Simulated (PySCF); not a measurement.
**Electronic structure of Sc (scandium, neutral) at the UHF level**

Configuration: [Ar] 3d1 4s2, 2D determinant. Calculation: PySCF 2.14, in jorge-DZP-DKH; the spin-free X2C one-electron Hamiltonian (Gaussian nucleus).

```json
{
  "Total energy": "-763.263574 hartree",
  "One-electron energy": "-1044.9160 hartree",
  "Hartree (Coulomb) energy": "319.9765 hartree",
  "Exchange energy": "-38.3241 hartree",
  "⟨S²⟩": "0.7592",
  "⟨L²⟩": "6.039",
  "Sum of ⟨r⟩": "21.36 bohr",
  "Sum of ⟨r²⟩": "51.94 bohr²",
  "Traceless quadrupole moment −½Σ⟨3z² − r²⟩ along its main axis": "0.500 e·bohr²",
  "Langevin diamagnetic susceptibility": "-41.1 ×10⁻⁶ cm³/mol",
  "Time after the integrals": "0.18 s of wall time on 1 thread of Neoverse-V1 (shared host)"
}
```

```json
{"shell": "1s β", "electrons": "1", "mean orbital energy (hartree)": "-166.81868", "spread (hartree)": "0", "rms radius, mean of both spins (bohr)": "0.0844"}
{"shell": "1s α", "electrons": "1", "mean orbital energy (hartree)": "-166.81809", "spread (hartree)": "0", "rms radius, mean of both spins (bohr)": "0.0844"}
{"shell": "2s α", "electrons": "1", "mean orbital energy (hartree)": "-19.26083", "spread (hartree)": "0", "rms radius, mean of both spins (bohr)": "0.370"}
{"shell": "2s β", "electrons": "1", "mean orbital energy (hartree)": "-19.24868", "spread (hartree)": "0", "rms radius, mean of both spins (bohr)": "0.370"}
{"shell": "2p α", "electrons": "3", "mean orbital energy (hartree)": "-15.68777", "spread (hartree)": "0.00323", "rms radius, mean of both spins (bohr)": "0.340"}
{"shell": "2p β", "electrons": "3", "mean orbital energy (hartree)": "-15.67607", "spread (hartree)": "0.01743", "rms radius, mean of both spins (bohr)": "0.340"}
{"shell": "3s α", "electrons": "1", "mean orbital energy (hartree)": "-2.61475", "spread (hartree)": "0", "rms radius, mean of both spins (bohr)": "1.15"}
{"shell": "3s β", "electrons": "1", "mean orbital energy (hartree)": "-2.56087", "spread (hartree)": "0", "rms radius, mean of both spins (bohr)": "1.15"}
{"shell": "3p α", "electrons": "3", "mean orbital energy (hartree)": "-1.60712", "spread (hartree)": "0.03493", "rms radius, mean of both spins (bohr)": "1.27"}
{"shell": "3p β", "electrons": "3", "mean orbital energy (hartree)": "-1.53961", "spread (hartree)": "0.05291", "rms radius, mean of both spins (bohr)": "1.27"}
{"shell": "3d α", "electrons": "1", "mean orbital energy (hartree)": "-0.33752", "spread (hartree)": "0", "rms radius, mean of both spins (bohr)": "1.91"}
{"shell": "4s α", "electrons": "1", "mean orbital energy (hartree)": "-0.21597", "spread (hartree)": "0", "rms radius, mean of both spins (bohr)": "4.18"}
{"shell": "4s β", "electrons": "1", "mean orbital energy (hartree)": "-0.20401", "spread (hartree)": "0", "rms radius, mean of both spins (bohr)": "4.18"}
```

Densities and radii are taken from the X2C orbitals without a picture-change correction, which distorts them close to the nucleus.
